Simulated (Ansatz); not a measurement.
Reaction (SMILES): CC(C)=C([SiH3])Cl + 4 C (CH4) → C=C (C2H4) + 2 CC (C2H6) [ethane] + CCl (CH3Cl) + C[SiH3] [methylsilane]
Geometries: B3LYP-D3(BJ)/def2-TZVP minima from Ansatz (a first-principles code).

Quantity: bond separation energy (electronic energy difference), in kJ/mol. Valence correlation only, unless marked. No spin-orbit coupling. No relativistic terms. CBS(X,Y): correlation extrapolated as X^-3; Hartree-Fock from the larger set. [CCSD(T)-MP2]/basis is that difference in the basis named.

| level | program | bond separation energy (kJ/mol) |
|---|---|---|
| HF/6-31G* | Ansatz | 30.9 |
| PBE-D4/def2-TZVPD | Ansatz + dftd4 | 78.1 |
| BLYP-D4/def2-TZVPD | Ansatz + dftd4 | 76.6 |
| BLYP/def2-TZVPD | Ansatz | 50.2 |
| PBE0/def2-TZVPD | Ansatz | 58.5 |
| HSE06-D3(BJ)/def2-TZVPD | Ansatz + dftd3 | 69.5 |
| CAM-B3LYP-D4/def2-TZVPD | Ansatz + dftd4 | 64.0 |
| LC-wPBE/def2-TZVPD | Ansatz | 54.6 |
| RPA@PBE/cc-pV(T+d)Z | Ansatz | 56.1 |
| MP2/cc-pV(T+d)Z | Ansatz | 78.2 |
| RI-MP2/cc-pV(Q+d)Z | Ansatz | 79.5 |
| CCSD/cc-pV(D+d)Z | Ansatz | 53.6 |
| CCSD(T)/6-31G | Ansatz | 66.0 |
| CCSD(T)/cc-pV(D+d)Z | Ansatz | 61.9 |
| RI-MP2/CBS(cc-pV(T+d)Z,cc-pV(Q+d)Z)+[CCSD(T)-MP2]/cc-pV(T+d)Z | Ansatz | 67.1 |
